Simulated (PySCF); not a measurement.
Zr(Cl)3(SH) (Cl3HSZr), SMILES [SH][Zr]([Cl])([Cl])[Cl], multiplicity 1. Coordinates come from a PBE-D3(BJ)/def2-SVP optimisation. The multiplicity is an assumed one; no other spin state was optimised. The structure was generated by enumeration; whether it is a known compound was not checked. The def2 effective core potentials stand for the cores of Zr; spin–orbit coupling is left out. The values are those of a single conformer.

**Question.** Give the equilibrium geometry at PBE-D3(BJ)/def2-SVP (PySCF confirms it by a frequency run) as Cartesian coordinates in Å, and its point group. (An estimate is asked for; the answer gives what the named calculation found.)

**Answer.** This is not unique; one that fits is point group Cs.
```xyz
6

Zr    -0.0526     0.0110     0.0000
Cl    -0.5205    -1.2794    -1.8977
Cl    -0.5205    -1.2794     1.8977
Cl    -1.1661     2.0623     0.0000
S      2.3128     0.5491     0.0000
H      2.6204    -0.7842     0.0000
```
Charge 0, spin multiplicity 1.
